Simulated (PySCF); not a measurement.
# Shapes and spin states of IrSCl2

Computed with B3LYP/[Ir def2-SVP with ECP60, S def2-SVP, Cl def2-SVP], scalar-relativistic core potentials, density fitting, no spin–orbit coupling, PySCF.

Relaxations began from a few typed shapes and spin states; open shells are unrestricted. The search is not exhaustive: other isomers or separated fragments can lie lower, and high-lying points may rest on an excited occupation.

```json
{"spin": "doublet", "group": "C2v", "bonds": "Ir–Cl 2.228 Å (×2), Ir–S 2.058 Å", "angles": "Cl–Ir–Cl 126.3°, Cl–Ir–S 116.8° (×2)", "imaginary modes (cm⁻¹)": "none", "ΔE (kJ/mol)": "0.0", "ΔE with ZPE (kJ/mol)": "0.0"}
{"spin": "quartet", "group": "C2v", "bonds": "Ir–Cl 2.254 Å (×2), Ir–S 2.118 Å", "angles": "Cl–Ir–Cl 155.1°, Cl–Ir–S 102.5° (×2)", "imaginary modes (cm⁻¹)": "none", "ΔE (kJ/mol)": "9.0", "ΔE with ZPE (kJ/mol)": "8.6"}
{"spin": "doublet", "group": "Cs", "bonds": "Ir–Cl 2.257 Å, Ir–Cl 2.265 Å, Ir–S 2.064 Å", "angles": "Cl–Ir–Cl 96.0°, Cl–Ir–S 124.6°, Cl–Ir–S 139.4°", "imaginary modes (cm⁻¹)": "none", "ΔE (kJ/mol)": "52.3", "ΔE with ZPE (kJ/mol)": "52.6"}
{"spin": "sextet", "group": "C2v", "bonds": "Ir–Cl 2.259 Å (×2), Ir–S 2.404 Å", "angles": "Cl–Ir–Cl 157.1°, Cl–Ir–S 101.5° (×2)", "imaginary modes (cm⁻¹)": "none", "ΔE (kJ/mol)": "184.2", "ΔE with ZPE (kJ/mol)": "181.5"}
{"spin": "sextet", "group": "C2v", "bonds": "Ir–Cl 2.331 Å (×2), Ir–S 2.231 Å", "angles": "Cl–Ir–Cl 130.1°, Cl–Ir–S 115.0° (×2)", "imaginary modes (cm⁻¹)": "1 found", "ΔE (kJ/mol)": "185.7", "ΔE with ZPE (kJ/mol)": "–"}
```

The lowest minimum found is the doublet C2v: Ir–Cl 2.228 Å (×2), Ir–S 2.058 Å; Cl–Ir–Cl 126.3°, Cl–Ir–S 116.8° (×2).

Formally Ir is in oxidation state +4, d5, with 1 unpaired electron (the high-spin count would be 5). The Mulliken spin on Ir is 0.48, so most of the spin sits on the ligands and the formal count fails. The polar-tensor charge on Ir, 0.81, is far below the formal one.

For the lowest minimum: open d and f shells are described by one determinant, and the ground state may have another occupation or spin. No spin–orbit coupling is included, which matters more the heavier the element.
